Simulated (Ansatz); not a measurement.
Ansatz (an electronic-structure program) input (SVWN5/def2-TZVPD):

Ansatz 0.2 input:
```yaml
crystal:
  periodic: [false, false, false]
  atoms:
    - {symbol: F, position_ang: [-0.09925197, -1.47024653, -1.40589389]}
    - {symbol: Sn, position_ang: [-0.01476441, -0.21122047, 0.01587479]}
    - {symbol: F, position_ang: [-0.09048902, -1.24419934, 1.60990471]}
    - {symbol: Cl, position_ang: [-1.84613155, 1.16288752, -0.08179919]}
    - {symbol: Cl, position_ang: [1.99000739, 0.89540874, -0.07289710]}
basis:
  gaussian:
    orbitals: def2-TZVPD
hamiltonian:
  xc: {name: SVWN5}
output: {forces: true}
```

Output:

```
Functional definition: SVWN5
integrals: 0.20 GiB planned
1358 factors; their error is unknown
0.15 GiB of the device are held for the grids
1.40 GiB of device memory are held for the factors and their scratch space
mean field: 0.99 GiB planned
mean field evaluation 1: about -36189.3846 eV, gradient 5.8e1 eV
mean field evaluation 2: about -36146.4968 eV, gradient 1.7e2 eV
mean field evaluation 4: about -36194.1537 eV, gradient 1.0e1 eV
mean field evaluation 8: about -36194.3599 eV, gradient 2.3e-1 eV
mean field evaluation 16: about -36194.3492 eV, gradient 8.1e-5 eV
mean field -36194.34922193 eV, -1330.1178004947 hartree, gradient 6.1e-5 eV, S^2 0.000000; 0 other end points of the search recorded, 0 dependent functions left out
the calculation of the forces begins
reference -36194.34929919 eV, -1330.1178033341 hartree; 37, 37 occupied and 191, 191 virtual orbitals, 1358 factors
Total energy: -36194.34929919 eV, -1330.1178033341 hartree
Atom 0 at    -0.099252    -1.470247    -1.405894 Å, force     0.014281     0.212829     0.240620 eV/Å
Atom 1 at    -0.014764    -0.211220     0.015875 Å, force     0.005129     0.073378    -0.005515 eV/Å
Atom 2 at    -0.090489    -1.244199     1.609905 Å, force     0.012798     0.174576    -0.269736 eV/Å
Atom 3 at    -1.846132     1.162888    -0.081799 Å, force     0.328584    -0.254426     0.018116 eV/Å
Atom 4 at     1.990007     0.895409    -0.072897 Å, force    -0.360793    -0.206358     0.016516 eV/Å
Dipole moment:     0.022149     0.316861    -0.023814 e Å
```
